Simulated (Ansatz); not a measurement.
Molecular dynamics of BBrHO, charge +1

Input:

```yaml
crystal:
  periodic: [false, false, false]
  atoms:
    - { symbol: O, position_ang: [-0.074586, 0.813324, -0.066491] }
    - { symbol: B, position_ang: [0.038772, -0.410378, 0.0366] }
    - { symbol: Br, position_ang: [0.203848, -2.172759, 0.186944] }
    - { symbol: H, position_ang: [-0.168034, 1.769823, -0.157063] }
total_charge: 1
magnetization:
  spin_polarized: true
basis:
  gaussian: { orbitals: def2-SVP }
hamiltonian:
  xc: pbe0
  dispersion: d4
md:
  timestep: 0.5
  n_steps: 300
  ensemble: nvt_langevin
  temperature: 1500.0
  initial_velocities: maxwell_boltzmann
  seed: 5854
  friction: 0.005
```

Command:

```bash
$ ansatz run input.yaml --threads 1 --pin off --max-ram 2048MiB --backend cpu --events-out ev --progress --plain --runs-dir out
```

It starts from a relaxed structure.

Output, in part (step lines, the closing report, with atoms numbered from 0):

```
md step     0: t =     0.00 fs  T =  1125.0 K  F+E_penalty+E_count = -72757.50762915 eV  E_kin = 0.581670 eV  (27 SCF iters)
[... lines left out ...]
Total energy: -72757.31459096 eV, -2673.7819945387 hartree
Atom 0 at    -0.980201    -0.002890    -0.897526 Å, force     1.084809    -3.895866    -0.527354 eV/Å
Atom 1 at    -0.678125    -1.083161    -0.296444 Å, force     0.504889    -0.032804    -0.198871 eV/Å
Atom 2 at    -0.033965    -2.587995     0.460159 Å, force    -0.501163     0.801250    -0.442786 eV/Å
Atom 3 at    -1.253082     0.782837    -0.510663 Å, force    -1.088535     3.127421     1.169012 eV/Å
Dipole moment:    -0.362065     0.864935    -0.110489 e Å
```

The steps, from the saved trajectory:

```tsv
time (fs)	T (K)	potential energy less start (eV)
0.0	1125	0.000
5.0	977	0.072
10.0	997	0.098
15.0	687	0.177
20.0	733	0.168
25.0	884	0.210
30.0	972	0.176
35.0	1009	0.145
40.0	930	0.081
45.0	889	0.111
50.0	739	0.215
55.0	769	0.222
60.0	924	0.156
65.0	850	0.153
70.0	976	0.145
75.0	1169	0.179
80.0	943	0.261
85.0	706	0.319
90.0	633	0.350
95.0	1046	0.260
100.0	1016	0.258
105.0	1049	0.210
110.0	1175	0.202
115.0	1314	0.133
120.0	1423	0.239
125.0	1247	0.256
130.0	1062	0.341
135.0	951	0.322
140.0	1243	0.238
145.0	1449	0.191
150.0	1582	0.193
```

The run went to its last step. The mean temperature of the second half is 24 % below the set value. A run of 0.15 ps of so small a system gives no equilibrium averages. Limits of this set-up: the dipole of an ion depends on the origin.

The same pairs are bonded in the first frame and the last. Pairs count as bonded within 1.25 times the sum of covalent radii (0.12 Å more for H–H).

Last frame:

```xyz
4
Properties=species:S:1:pos:R:3
O -0.980 -0.003 -0.897
B -0.678 -1.083 -0.296
Br -0.034 -2.588 0.460
H -1.253 0.783 -0.511
```

Run time: 13 min on 1 thread of Arm Neoverse V2 (shared host), peak memory 0.15 GiB.
